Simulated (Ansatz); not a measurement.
Reactions of `[F][SnH]([Cl])[Cl]`.

Computed with Ansatz on PBE0-D4/def2-TZVP structures; ΔE is electronic, products minus reactants. CCSD(T)/CBS is the MP2 limit (def2-TZVPP, def2-QZVPP) plus CCSD(T) − MP2 in def2-TZVPP, frozen cores. This one scheme is used for every species, atoms too. Functionals use def2-TZVPP. Open shells (•) are unrestricted, without spin–orbit coupling. Spin–orbit coupling would lower the free atoms: a little for Cl. def2 core potentials past Kr. For Br, Sn outer-core shells are correlated without core-valence functions, so the limit isn't a true one: a few kJ/mol of doubt a bond, and 10 to 20 or more in all where bonds break to atoms. Scalar relativity is left out up to krypton. One conformer a species, not always the lowest.

```json
{"reaction": "`[F][SnH]([Cl])[Cl]` → `[F][Sn][Cl]` + HCl", "ωB97X-V (kcal/mol)": "11.0", "ωB97M-V (kcal/mol)": "8.7"}
{"reaction": "`[F][SnH]([Cl])[Cl]` + `[CH3]`• → `[F][Sn]([Cl])[Cl]`• + CH₄", "ωB97X-V (kcal/mol)": "-37.2", "ωB97M-V (kcal/mol)": "-38.9"}
{"reaction": "`[F][SnH]([Cl])[Cl]` + H₂ → `[Cl][SnH2][Cl]` + H–F", "ωB97X-V (kcal/mol)": "8.4", "ωB97M-V (kcal/mol)": "7.7"}
{"reaction": "`[F][SnH]([Cl])[Cl]` + `[SiH3]`• → `[F][Sn]([Cl])[Cl]`• + SiH₄", "ωB97X-V (kcal/mol)": "-21.7", "ωB97M-V (kcal/mol)": "-23.4"}
{"reaction": "`[F][SnH]([Cl])[Cl]` + CH₃SH → `C[S][SnH]([F])[Cl]` + HCl", "ωB97X-V (kcal/mol)": "5.1", "ωB97M-V (kcal/mol)": "4.7"}
{"reaction": "`[F][SnH]([Cl])[Cl]` + HBr → `[F][SnH]([Cl])[Br]` + HCl", "ωB97X-V (kcal/mol)": "-2.9", "ωB97M-V (kcal/mol)": "-3.0"}
{"reaction": "`[F][SnH]([Cl])[Cl]` + HBr → `[Cl][SnH]([Cl])[Br]` + H–F", "ωB97X-V (kcal/mol)": "-9.6", "ωB97M-V (kcal/mol)": "-10.6"}
{"reaction": "`[F][SnH]([Cl])[Cl]` + `CCNC` → `CC[N](C)[SnH]([F])[Cl]` + HCl", "ωB97X-V (kcal/mol)": "19.0", "ωB97M-V (kcal/mol)": "18.9"}
{"reaction": "`[F][SnH]([Cl])[Cl]` + Cl• → `[F][Sn]([Cl])[Cl]`• + HCl", "ωB97X-V (kcal/mol)": "-30.7", "ωB97M-V (kcal/mol)": "-33.4"}
{"reaction": "`[F][SnH]([Cl])[Cl]` + CH₃SH → `C[S][SnH]([Cl])[Cl]` + H–F", "ωB97X-V (kcal/mol)": "-1.7", "ωB97M-V (kcal/mol)": "-3.0"}
```

(1) Give the CCSD(T)/CBS values in the same order. (An estimate is asked.)

Largest T1 diagnostic: 0.016, for `[F][Sn]([Cl])[Cl]`•.

Results:

(1) The calculation gave: 9.1, -35.8, 7.6, -20.2, 3.7, -3.8, -12.7, 16.4, -30.6, -5.3 kcal/mol.
